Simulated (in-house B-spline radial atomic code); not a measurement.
A calculation on the calcium ion Ca⁶⁺ (an excited or competing configuration): its settings, and results tabulated from the run. Computed with a radial B-spline atomic code at the basis-set limit: non-relativistic B97-1, spin-polarised, spherical fractional occupations, exact exchange averaged over the configuration, point nucleus.

Command:
```bash
python run_scf.py task.json out
```
Settings:
```
Z                20
configuration    [Ne] 3s2 3p1 4d1
hamiltonian      nr
method           b97_1
spin_polarised   True
exact_exchange   averaged over the configuration
```

Output (hartree, bohr):
```
 radial grid: 45 intervals, B-splines of order 8, outer radius 15.5224 bohr

 iter        energy (Eh)    residual
    1        -658.647437    6.75e-01
    2        -662.323741    2.00e-01
    3        -662.556809    7.24e-02
    4        -662.589505    2.60e-02
    5        -662.594421    7.40e-03
    6        -662.594784    1.93e-04
    7        -662.594784    1.34e-05
    8        -662.594784    1.30e-06
    9        -662.594784    5.48e-08

 total energy                      -662.59478
 kinetic                             662.0399
 electron-nucleus                  -1509.6201
 Hartree                             217.3367
 exact exchange                       -6.5774
 exchange-correlation                -25.7739

 orbital      occ     eigenvalue          <r>       <r^2>       <1/r>       r_max
 1s up      1.000      -150.1246    0.0773356  0.00802972     19.5401     0.05081
 1s down    1.000      -150.1071     0.077327  0.00802782     19.5418     0.05081
 2s up      1.000       -19.8843     0.363706     0.15633     4.04015      0.3008
 2s down    1.000       -19.8653     0.363473    0.156049     4.04081      0.3009
 2p up      3.000       -17.0378     0.325479    0.130674     3.96321      0.2463
 2p down    3.000       -17.0093     0.325381    0.130507     3.96268      0.2465
 3s up      1.000        -5.4449      1.02938     1.20418      1.3654      0.9355
 3s down    1.000        -5.3206      1.03602     1.22031     1.35615      0.9374
 3p up      1.000        -4.6840      1.05656     1.28469     1.29178      0.9494
 4d up      1.000        -1.7061      2.51896     7.22055    0.527179       2.473
```

Time taken, with all properties: 0.19 s on 1 thread of Arm Neoverse N1 (shared host).
